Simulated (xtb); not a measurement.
xtb input for C3H5, SMILES [CH2]C=C (connectivity only; charge and spin as stated), charge +1, multiplicity 1, GFN2-xTB. 

```
$ xtb mol.xyz --gfn 2 --sp --chrg 1 --uhf 0 --json
$ cat mol.xyz
8

C      0.00000000    -1.19667049     0.20625522
C     -0.00000000    -0.00000000    -0.47690640
C      0.00000000     1.19667050     0.20625522
H     -0.00000000    -2.14694200    -0.31694476
H     -0.00000000    -1.23105577     1.29128468
H      0.00000000    -0.00000001    -1.56230407
H      0.00000001     2.14694200    -0.31694478
H     -0.00000001     1.23105577     1.29128468
```

Output:

```
[banner left out]
          |                Calculation Setup                |
           -------------------------------------------------



           -------------------------------------------------
          |                 G F N 2 - x T B                 |
           -------------------------------------------------

        Reference                      10.1021/acs.jctc.8b01176
      * Hamiltonian:
        H0-scaling (s, p, d)           1.850000    2.230000    2.230000
        zeta-weighting                 0.500000
      * Dispersion:
        s8                             2.700000
        a1                             0.520000
        a2                             5.000000
        s9                             5.000000
      * Repulsion:
        kExp                           1.500000    1.000000
        rExp                           1.000000
      * Coulomb:
        alpha                          2.000000
        third order                    shell-resolved
        anisotropic                    true
        a3                             3.000000
        a5                             4.000000
        cn-shift                       1.200000
        cn-exp                         4.000000
        max-rad                        5.000000


          ...................................................
          :                      SETUP                      :
          :.................................................:
          :  # basis functions                  17          :
          :  # atomic orbitals                  17          :
          :  # shells                           11          :
          :  # electrons                        16          :
          :  max. iterations                   250          :
          :  Hamiltonian                  GFN2-xTB          :
          :  restarted?                      false          :
          :  GBSA solvation                  false          :
          :  PC potential                    false          :
          :  electronic temp.          300.0000000     K    :
          :  accuracy                    1.0000000          :
          :  -> integral cutoff          0.2500000E+02      :
          :  -> integral neglect         0.1000000E-07      :
          :  -> SCF convergence          0.1000000E-05 Eh   :
          :  -> wf. convergence          0.1000000E-03 e    :
          :  Broyden damping             0.4000000          :
          :  net charge                          1          :
          :  unpaired electrons                  0          :
          ...................................................

 iter      E             dE          RMSdq      gap      omega  full diag
   1     -8.5375706 -0.853757E+01  0.809E+00    2.78       0.0  T
   2     -8.5541407 -0.165700E-01  0.484E+00    2.01       1.0  T
   3     -8.5501244  0.401626E-02  0.122E+00    2.03       1.0  T
   4     -8.5554782 -0.535380E-02  0.286E-01    1.79       1.0  T
   5     -8.5559238 -0.445614E-03  0.683E-02    1.90       1.0  T
   6     -8.5559211  0.279646E-05  0.297E-02    1.88       1.2  T
   7     -8.5559266 -0.552443E-05  0.549E-03    1.90       6.4  T
   8     -8.5559267 -0.131907E-06  0.344E-04    1.89     102.8  T
   9     -8.5559267 -0.173301E-10  0.261E-04    1.89     135.4  T

   *** convergence criteria satisfied after 9 iterations ***

         #    Occupation            Energy/Eh            Energy/eV
      -------------------------------------------------------------
         1        2.0000           -0.9050054             -24.6264
         2        2.0000           -0.8603633             -23.4117
         3        2.0000           -0.8072253             -21.9657
         4        2.0000           -0.7753414             -21.0981
         5        2.0000           -0.7548510             -20.5405
         6        2.0000           -0.7264299             -19.7672
         7        2.0000           -0.7122197             -19.3805
         8        2.0000           -0.6921179             -18.8335 (HOMO)
         9                         -0.6224863             -16.9387 (LUMO)
        10                         -0.4553468             -12.3906
        11                         -0.1339193              -3.6441
        12                         -0.1016144              -2.7651
        13                         -0.0787982              -2.1442
       ...                                ...                  ...
        17                          0.2443628               6.6495
      -------------------------------------------------------------
                  HL-Gap            0.0696316 Eh            1.8948 eV
             Fermi-level           -0.6573021 Eh          -17.8861 eV

 SCC (total)                   0 d,  0 h,  0 min,  0.003 sec
 SCC setup                      ...        0 min,  0.000 sec (  3.223%)
 Dispersion                     ...        0 min,  0.000 sec (  1.265%)
 classical contributions        ...        0 min,  0.000 sec (  0.741%)
 integral evaluation            ...        0 min,  0.000 sec ( 10.697%)
 iterations                     ...        0 min,  0.002 sec ( 57.335%)
 molecular gradient             ...        0 min,  0.001 sec ( 20.306%)
 printout                       ...        0 min,  0.000 sec (  6.010%)

         :::::::::::::::::::::::::::::::::::::::::::::::::::::
         ::                     SUMMARY                     ::
         :::::::::::::::::::::::::::::::::::::::::::::::::::::
         :: total energy              -8.396303602116 Eh    ::
         :: gradient norm              0.000151046826 Eh/a0 ::
         :: HOMO-LUMO gap              1.894771722404 eV    ::
         ::.................................................::
         :: SCC energy                -8.555926440078 Eh    ::
         :: -> isotropic ES            0.117491508390 Eh    ::
         :: -> anisotropic ES         -0.023115839180 Eh    ::
         :: -> anisotropic XC          0.017393212671 Eh    ::
         :: -> dispersion             -0.002077246894 Eh    ::
         :: repulsion energy           0.159622837963 Eh    ::
         :: add. restraining           0.000000000000 Eh    ::
         :: total charge               1.000000000000 e     ::
         :::::::::::::::::::::::::::::::::::::::::::::::::::::

           -------------------------------------------------
          |                Property Printout                |
           -------------------------------------------------

    * Orbital Energies and Occupations

         #    Occupation            Energy/Eh            Energy/eV
      -------------------------------------------------------------
         1        2.0000           -0.9050054             -24.6264
         2        2.0000           -0.8603633             -23.4117
         3        2.0000           -0.8072253             -21.9657
         4        2.0000           -0.7753414             -21.0981
         5        2.0000           -0.7548510             -20.5405
         6        2.0000           -0.7264299             -19.7672
         7        2.0000           -0.7122197             -19.3805
         8        2.0000           -0.6921179             -18.8335 (HOMO)
         9                         -0.6224863             -16.9387 (LUMO)
        10                         -0.4553468             -12.3906
        11                         -0.1339193              -3.6441
        12                         -0.1016144              -2.7651
        13                         -0.0787982              -2.1442
        14                          0.0041713               0.1135
        15                          0.0232954               0.6339
        16                          0.2441624               6.6440
Note: The following floating-point exceptions are signalling: IEEE_UNDERFLOW_FLAG IEEE_DENORMAL
normal termination of xtb
        17                          0.2443628               6.6495
      -------------------------------------------------------------
                  HL-Gap            0.0696316 Eh            1.8948 eV
             Fermi-level           -0.6573021 Eh          -17.8861 eV

     #   Z          covCN         q      C6AA      α(0)
     1   6 C        2.849     0.044    27.012     8.518
     2   6 C        2.886     0.032    27.281     8.563
     3   6 C        2.849     0.044    27.012     8.518
     4   1 H        0.925     0.185     1.181     1.699
     5   1 H        0.925     0.177     1.224     1.730
     6   1 H        0.925     0.158     1.340     1.810
     7   1 H        0.925     0.185     1.181     1.699
     8   1 H        0.925     0.177     1.224     1.730

 Mol. C6AA /au·bohr⁶  :        447.575865
 Mol. C8AA /au·bohr⁸  :      10659.372959
 Mol. α(0) /au        :         34.268387


Wiberg/Mayer (AO) data.
largest (>0.10) Wiberg bond orders for each atom

 ---------------------------------------------------------------------------
     #   Z sym  total        # sym  WBO       # sym  WBO       # sym  WBO
 ---------------------------------------------------------------------------
     1   6 C    3.730 --     2 C    1.509     4 H    0.950     5 H    0.947
                             3 C    0.310
     2   6 C    3.959 --     1 C    1.509     3 C    1.509     6 H    0.938
     3   6 C    3.730 --     2 C    1.509     7 H    0.950     8 H    0.947
                             1 C    0.310
     4   1 H    0.966 --     1 C    0.950
     5   1 H    0.969 --     1 C    0.947
     6   1 H    0.975 --     2 C    0.938
     7   1 H    0.966 --     3 C    0.950
     8   1 H    0.969 --     3 C    0.947
 ---------------------------------------------------------------------------

Topologies differ in total number of bonds
Writing topology from bond orders to xtbtopo.mol

molecular dipole:
                 x           y           z       tot (Debye)
 q only:        0.000       0.000       0.181
   full:        0.000       0.000       0.218       0.555
molecular quadrupole (traceless):
                xx          xy          yy          xz          yz          zz
 q only:       -6.044       0.000       6.609      -0.000       0.000      -0.565
  q+dip:       -8.350       0.000       7.432      -0.000       0.000       0.918
   full:       -5.586       0.000       6.175      -0.000       0.000      -0.590


           -------------------------------------------------
          | TOTAL ENERGY               -8.396303602116 Eh   |
          | GRADIENT NORM               0.000151046826 Eh/α |
          | HOMO-LUMO GAP               1.894771722404 eV   |
           -------------------------------------------------

------------------------------------------------------------------------
------------------------------------------------------------------------
 total:
 SCF:
```

The calculation finished and met its thresholds.
